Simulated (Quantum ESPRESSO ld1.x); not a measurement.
Q: Species: Te+. Configuration: [Kr] 4d10 5s2 5p3. All-electron calculation, non-relativistic Kohn-Sham, LDA (Slater exchange, VWN5 correlation), spin-polarised, spherical densities, point nucleus; open shells are filled with parallel spins first; relativity is left out, which matters for an element this heavy. Program: ld1.x of Quantum ESPRESSO 7.5. Some entries of the table are withheld. Estimate them.

| orbital | occ. | eigenvalue (eV) | <1/r> (bohr^-1) | <r> (bohr) |
|---|---|---|---|---|
| 1s up | 1 | -30372.309 | 51.43 | 0.02926 |
| 1s down | 1 | -30372.214 | 51.43 | 0.02926 |
| 2s up | 1 | -4553.807 | 11.79 | 0.1261 |
| 2s down | 1 | -4553.758 | 11.79 | 0.1261 |
| 2p up | 3 | -4275.912 | 11.80 | 0.1074 |
| 2p down | 3 | -4275.836 | 11.80 | 0.1074 |
| 3s up | 1 | -910.637 | 4.279 | 0.3363 |
| 3s down | 1 | -910.549 | 4.279 | 0.3363 |
| 3p up | 3 | -794.264 | 4.207 | 0.3267 |
| 3p down | 3 | -794.168 | 4.208 | 0.3267 |
| 3d up | 5 | -577.307 | 4.075 | 0.2972 |
| 3d down | 5 | -577.218 | 4.076 | 0.2972 |
| 4s up | 1 | -160.593 | 1.737 | 0.7952 |
| 4s down | 1 | -160.396 | 1.738 | 0.7948 |
| 4p up | 3 | -120.525 | 1.632 | 0.8346 |
| 4p down | 3 | -120.303 | 1.634 | 0.8336 |
| 4d up | 5 | -52.765 | 1.375 | 0.9667 |
| 4d down | 5 | -52.399 | 1.381 | 0.9611 |
| 5s up | 1 | (1) | 0.6137 | 2.104 |
| 5s down | 1 | (2) | 0.6174 | 2.102 |
| 5p up | 3 | -14.597 | 0.5167 | 2.475 |
| 5p down | 0 | -12.712 | 0.5107 | 2.521 |
| 6s up | 0 | -4.901 | 0.2433 | 5.264 |
| 6s down | 0 | -4.449 | 0.2276 | 5.573 |
| 4f up | 0 | -0.933 | 0.08486 | 14.44 |
| 4f down | 0 | -0.907 | 0.07605 | 15.54 |

A: 
(1) 5s up eigenvalue (eV): -23.124
(2) 5s down eigenvalue (eV): -21.232
